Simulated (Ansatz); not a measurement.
Frontier orbitals of C2H5AlClF (`C[CH2][Al]([F])[Cl]`).

Total charge 0; spin multiplicity 1. Geometry: relaxed with PBE0-D4/def2-TZVP. It is one conformer, not always the lowest. Basis def2-TZVPP, Ansatz.

Orbital energies of one run (eV). Highest occupied ones, from the top: -7.12, -7.90, -8.10, -8.62, -9.20, -9.45, -9.65, -9.82, -10.52, -11.06, -11.25, -15.30, -18.87, -20.13. Empty: -1.34, -1.32, 0.30, 0.97, 1.68, 1.92.

Which functional gave them?
A. r2SCANh
B. BHLYP
C. PBE
D. LC-ωPBE

C. HOMO energies: PBE -7.12, r2SCANh -7.84, LC-ωPBE -11.13, BHLYP -9.62 eV.

LC-ωPBE has ω = 0.4 bohr⁻¹.
